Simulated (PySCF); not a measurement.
Gas-phase reaction: 2 CF + CH₂FCF₃ + C₂H₄ → 3 CH₂CF₂

Energies from PySCF (xtb for GFN2), thermal terms from the rigid-rotor harmonic-oscillator model, ideal gas at 1 bar. † marks an energy on the PBE0/def2-TZVP geometry and frequencies; other levels use their own. MP2 freezes the core. 6-31G* has spherical d functions here. Open shells (unrestricted): CF (multiplicity 2); the rest are closed-shell singlets. GFN2 has no spin-polarisation term. Spin-orbit splitting is ignored; it lowers the true energy and changes the entropy of CF. MP2 isn't extrapolated to the basis-set limit.

HF/6-31G* gives ΔH°(298 K) = -482 kJ.

Q: What do PBE0/def2-QZVP†, MP2/def2-SVP†, GFN2-xTB give?

A: PBE0/def2-QZVP†: -716 kJ; MP2/def2-SVP†: -706 kJ; GFN2-xTB: -1010 kJ. For scale, ΔH°(298 K) is -482 kJ at this level, -687 kJ at ωB97M-V/def2-TZVP†, and runs from -1010 to -482 kJ over the 20 levels computed († marks an energy on the PBE0/def2-TZVP geometry).
